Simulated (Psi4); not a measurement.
Psi4 input (wB97X-D/6-311+G**):

```
memory 1500 MB

molecule {
0 2
C     0.00000000    0.00000000    0.00000000
H     0.53559500    0.93585800    0.03753700
H    -1.07887000   -0.00405600   -0.01111700
H     0.54327500   -0.93180200   -0.02641900
symmetry c1
no_reorient
no_com
}

set {
  basis 6-311+G**
  reference uks
  scf_type pk
  dft_radial_points 99
  dft_spherical_points 590
  e_convergence 1e-8
  d_convergence 1e-7
  maxiter 150
}

e = energy('wb97x-d')
print_out(f'\nFINAL {e:.10f} DIPOLE {variable("CURRENT DIPOLE")[0]:.6f} {variable("CURRENT DIPOLE")[1]:.6f} {variable("CURRENT DIPOLE")[2]:.6f}\n')
```

From the output:

```
  HONO-1 :    4  A 1.9987501
  HONO-0 :    5  A 1.0000000
  LUNO+0 :    6  A 0.0012499
  LUNO+1 :    7  A 0.0003226
  LUNO+2 :    8  A 0.0003225
  LUNO+3 :    9  A 0.0000004

Computation Completed

Properties will be evaluated at   0.000000,   0.000000,   0.000000 [a0]

Properties computed using the SCF density matrix

 Multipole Moments:

 ------------------------------------------------------------------------------------
     Multipole            Electronic (a.u.)      Nuclear  (a.u.)        Total (a.u.)
 ------------------------------------------------------------------------------------

 L = 1.  Multiply by 2.5417464519 to convert [e a0] to [Debye]
 Dipole X            :          0.0000001           -0.0000000            0.0000001
 Dipole Y            :         -0.0000049           -0.0000000           -0.0000049
 Dipole Z            :         -0.0000017            0.0000019            0.0000002
 Magnitude           :                                                    0.0000049

 ------------------------------------------------------------------------------------

FINAL -39.8348477348 DIPOLE 0.000000 -0.000005 0.000000

*** Psi4 exiting successfully. Buy a developer a beer!
```

The geometry given is a B3LYP-D3(BJ)/def2-TZVP minimum.
